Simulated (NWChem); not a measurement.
The numbers come from NWChem runs, not from measurements. System: C3H8OSi, charge 0, spin multiplicity 1, at a geometry optimised with PBE0/def2-SVP. The structure started from a generated list of species. Level: MP2/def2-SVP, 9 core orbitals frozen.

Output (cleaned and shortened):

```
             Northwest Computational Chemistry Package (NWChem) 7.3.0
             --------------------------------------------------------

                                NWChem Input Module
                                -------------------

 Scaling coordinates for geometry "geometry" by  1.889725989
 (inverse scale =  0.529177249)

                             Geometry "geometry" -> ""
                             -------------------------

 Output coordinates in angstroms (scale by  1.889725989 to convert to a.u.)

  No.       Tag          Charge          X              Y              Z
 ---- ---------------- ---------- -------------- -------------- --------------
    1 C                    6.0000     2.86693600     0.62020400    -0.25854300
    2 C                    6.0000     1.82144500    -0.20446100    -0.18770400
    3 O                    8.0000     0.55189300     0.23072000    -0.04793000
    4 C                    6.0000    -0.45410500    -0.75579500     0.00674900
    5 Si                  14.0000    -2.13374000     0.10377500     0.21967700
    6 H                    1.0000     3.87100100     0.21131700    -0.37047600
    7 H                    1.0000     2.73611700     1.70307500    -0.20598500
    8 H                    1.0000     1.93859200    -1.29578600    -0.23937400
    9 H                    1.0000    -0.28713500    -1.45344400     0.85101400
   10 H                    1.0000    -0.46695300    -1.36780800    -0.91665000
   11 H                    1.0000    -2.40032100     1.00678700    -0.93772800
   12 H                    1.0000    -3.18861900    -0.95485600     0.27804300
   13 H                    1.0000    -2.15112900     0.89240900     1.48610200

 Effective nuclear repulsion energy (a.u.)     215.7402060137

            Nuclear Dipole moment (a.u.)
            ----------------------------
        X                 Y               Z
 ---------------- ---------------- ----------------
    -0.0000132281    -0.0000151178    -0.0000075589


 Summary of "ao basis" -> "" (spherical)
 ------------------------------------------------------------------------------
       Tag                 Description            Shells   Functions and Types
 ---------------- ------------------------------  ------  ---------------------
 *                          def2-svp                  on all atoms

 Summary of "ao basis" -> "ao basis" (spherical)
 ------------------------------------------------------------------------------
       Tag                 Description            Shells   Functions and Types
 ---------------- ------------------------------  ------  ---------------------
 C                          def2-svp                 6       14   3s2p1d
 O                          def2-svp                 6       14   3s2p1d
 Si                         def2-svp                 8       18   4s3p1d
 H                          def2-svp                 3        5   2s1p

                                 NWChem SCF Module
                                 -----------------

  ao basis        = "ao basis"
  functions       =   114
  atoms           =    13
  closed shells   =    24
  open shells     =     0
  charge          =   0.00
  wavefunction    = RHF
  use symmetry    = F
  symmetry adapt  = F

 Summary of "ao basis" -> "ao basis" (spherical)
 ------------------------------------------------------------------------------
       Tag                 Description            Shells   Functions and Types
 ---------------- ------------------------------  ------  ---------------------
 C                          def2-svp                 6       14   3s2p1d
 O                          def2-svp                 6       14   3s2p1d
 Si                         def2-svp                 8       18   4s3p1d
 H                          def2-svp                 3        5   2s1p

 Forming initial guess at       0.1s

      Superposition of Atomic Density Guess
      -------------------------------------

 Sum of atomic energies:        -480.29836186

      Non-variational initial energy
      ------------------------------

 Total energy =    -482.978181
 1-e energy   =   -1087.122466
 2-e energy   =     388.404079
 HOMO         =      -0.277250
[...]
    36      0.169934   3 O  py               45     -0.160593   4 C  s

 Vector   24  Occ=2.000000D+00  E=-3.400022D-01
              MO Center=  2.1D+00,  2.4D-01, -2.0D-01, r^2= 2.1D+00
   Bfn.  Coefficient  Atom+Function         Bfn.  Coefficient  Atom+Function
  ----- ------------  ---------------      ----- ------------  ---------------
     6      0.390330   1 C  pz                9      0.324542   1 C  pz
    20      0.311280   2 C  pz               34     -0.300609   3 O  pz
    37     -0.285401   3 O  pz               23      0.230475   2 C  pz

 Vector   25  Occ=0.000000D+00  E= 1.565652D-01
              MO Center= -1.7D+00, -4.9D-01,  1.5D-01, r^2= 5.7D+00
   Bfn.  Coefficient  Atom+Function         Bfn.  Coefficient  Atom+Function
  ----- ------------  ---------------      ----- ------------  ---------------
    45      2.281548   4 C  s                67     -1.139520   5 Si px
    91     -0.835252   9 H  s                96     -0.835998  10 H  s
    68      0.705011   5 Si py               49     -0.373995   4 C  px
   101     -0.361438  11 H  s               111     -0.360830  13 H  s
    60     -0.305058   5 Si s                86     -0.243745   8 H  s

 Vector   26  Occ=0.000000D+00  E= 1.744312D-01
              MO Center=  1.7D+00, -1.2D-01, -1.7D-01, r^2= 4.5D+00
   Bfn.  Coefficient  Atom+Function         Bfn.  Coefficient  Atom+Function
  ----- ------------  ---------------      ----- ------------  ---------------
    23     -0.685947   2 C  pz                9      0.659650   1 C  pz
    91     -0.644786   9 H  s                96      0.635177  10 H  s
    51      0.455803   4 C  pz               20     -0.341914   2 C  pz
    69      0.312287   5 Si pz                6      0.290734   1 C  pz
   111     -0.253031  13 H  s               101      0.245073  11 H  s

 Vector   27  Occ=0.000000D+00  E= 1.877242D-01
              MO Center= -1.4D+00, -1.6D-02,  1.4D-01, r^2= 6.4D+00
   Bfn.  Coefficient  Atom+Function         Bfn.  Coefficient  Atom+Function
  ----- ------------  ---------------      ----- ------------  ---------------
    68      1.346364   5 Si py              106      1.217216  12 H  s
   101     -0.626672  11 H  s               111     -0.616588  13 H  s
    67      0.593253   5 Si px               86      0.592040   8 H  s
    31     -0.406265   3 O  s                76      0.358151   6 H  s
    17     -0.329073   2 C  s                22      0.312555   2 C  py

 center of mass
 --------------
 x =  -0.00010191 y =   0.02672219 z =   0.00106881

 moments of inertia (a.u.)
 ------------------
         114.785000965571         -69.921472587718         109.680951961677
         -69.921472587718        1172.154868532697           3.749384590083
         109.680951961677           3.749384590083        1232.532850913894

  Mulliken analysis of the total density
  --------------------------------------

    Atom       Charge   Shell Charges
 -----------   ------   -------------------------------------------------------
    1 C    6     6.16   1.99  0.85  0.27  2.01  1.01  0.03
    2 C    6     5.79   1.99  0.89  0.18  1.93  0.72  0.08
    3 O    8     8.52   1.99  1.05  0.74  2.87  1.84  0.02
    4 C    6     6.05   1.99  0.87  0.26  1.98  0.90  0.06
    5 Si  14    13.32   2.00  1.99  0.95  0.16  5.94  1.24  0.81  0.22
    6 H    1     0.94   0.75  0.17  0.03
    7 H    1     0.93   0.74  0.17  0.03
    8 H    1     0.96   0.76  0.18  0.02
    9 H    1     0.95   0.76  0.17  0.02
   10 H    1     0.95   0.76  0.17  0.02
   11 H    1     1.14   0.74  0.38  0.01
   12 H    1     1.15   0.74  0.39  0.01
   13 H    1     1.14   0.74  0.38  0.01

       Multipole analysis of the density wrt the origin
       ------------------------------------------------

     L   x y z        total         open         nuclear
     -   - - -        -----         ----         -------
     0   0 0 0     -0.000000      0.000000     48.000000

     1   1 0 0     -0.094755      0.000000     -0.000013
     1   0 1 0     -0.708003      0.000000     -0.000015
     1   0 0 1     -0.020332      0.000000     -0.000008

     2   2 0 0    -29.806335      0.000000    656.081334
     2   1 1 0     -0.737872      0.000000     39.789420
     2   1 0 1     -0.172648      0.000000    -62.142216
     2   0 2 0    -28.880612      0.000000     63.893719
     2   0 1 1      0.170291      0.000000     -1.846716
     2   0 0 2    -31.348955      0.000000     22.402437

                   NWChem MP2 Semi-direct Energy/Gradient Module
                   ---------------------------------------------

  Basis functions       =    114
  Molecular orbitals    =    114
  Frozen core           =      9
  Frozen virtuals       =      0
  Active alpha occupied =     15
  Active beta occupied  =     15
  Active alpha virtual  =     90
  Active beta virtual   =     90
  Use MO symmetry       = F
  Use skeleton AO sym   = F

  AO/Fock/Back tols     =   1.0D-09  1.0D-09  1.0D-09

 GA uses MA = F    GA memory limited = T

 Available:
  local mem=  1.15D+08
 global mem=  1.31D+08
 local disk=  0.00D+00
  mp2_memr nvloc                    90
  nvloc new                    90
   1 passes of  15:        3145728                      60936                  27245584.
   1 passes of  15: M    114683558           G      131046008           F     111537830.

 Semi-direct pass number   1 of   1  for RHF alpha+beta  at        6.4s
  vrange nnbf                  5931
  mp2_eaftype                   103  avail_ma_in_mb                   999
 EAF : mp2_eaftype filesize         103   13622792.
  mp2_eaf for mointskh                    103
Node 0 wrote     64.1 Mb in      0.0 s     Agg I/O rate:  1995.5 Mb/s
 Done moints_semi at       12.2s
  mp2_eaftype                   103  avail_ma_in_mb                   896
 EAF : mp2_eaftype filesize         103   13622792.
  mp2_eaf for kh                   103
 Done maket at       12.7s
 Done multipass loop at       12.7s

          -------------------------------------------
          SCF energy                -481.770829436414
          Correlation energy          -0.691538179171
          Singlet pairs               -0.455744782192
          Triplet pairs               -0.235793396979
          Total MP2 energy          -482.462367615585
          -------------------------------------------

          ---------------------------------------------------
                    Spin Component Scaled (SCS) MP2
          Same spin pairs                     -0.157195597986
          Same spin scaling factor             0.333333333333
          Opposite spin pairs                 -0.534342581185
          Opposite spin scaling fact.          1.200000000000
          SCS-MP2 correlation energy          -0.693609630084
          Total SCS-MP2 energy              -482.464439066498
          ---------------------------------------------------

 -----------------------
 Performance information
 -----------------------

 Timer overhead =  1.89D-07 seconds/call

               Nr. of calls         CPU time (s)                 Wall time (s)                GFlops
             ---------------    -------------------     ------------------------------   -------------------
Name         Min   Avg   Max    Min     Avg     Max     Min     Avg     Max   Mx/calls   Min     Max     Sum
mp2: moin     1     1     1    5.9     5.9     5.9      5.9     5.9     5.9     5.9      0.0     0.0     0.0
mp2: make     1     1     1   0.49    0.49    0.49     0.49    0.49    0.49    0.49      0.0     0.0     0.0
mp2: tota     1     1     1    6.4     6.4     6.4      6.4     6.4     6.4     6.4      0.0     0.0     0.0

 The average no. of pstat calls per process was 3.00D+00
 with a timing overhead of 5.67D-07s

 Task  times  cpu:       12.7s     wall:       12.7s

 Total times  cpu:       12.7s     wall:       12.7s
```

### Question
Write an NWChem input that would produce this output.

### Answer
Several could match; the one computed here: 
```
start mol
memory heap 200 mb stack 800 mb global 1000 mb
geometry units angstroms nocenter noautoz noautosym
  C      2.866936     0.620204    -0.258543
  C      1.821445    -0.204461    -0.187704
  O      0.551893     0.230720    -0.047930
  C     -0.454105    -0.755795     0.006749
  Si    -2.133740     0.103775     0.219677
  H      3.871001     0.211317    -0.370476
  H      2.736117     1.703075    -0.205985
  H      1.938592    -1.295786    -0.239374
  H     -0.287135    -1.453444     0.851014
  H     -0.466953    -1.367808    -0.916650
  H     -2.400321     1.006787    -0.937728
  H     -3.188619    -0.954856     0.278043
  H     -2.151129     0.892409     1.486102
end
basis spherical
  * library def2-svp
end
scf
  rhf
  nopen 0
  maxiter 100
  thresh 1e-7
  semidirect memsize 60000000 filesize 0
end
mp2
  freeze core 9
end
task mp2 energy
```
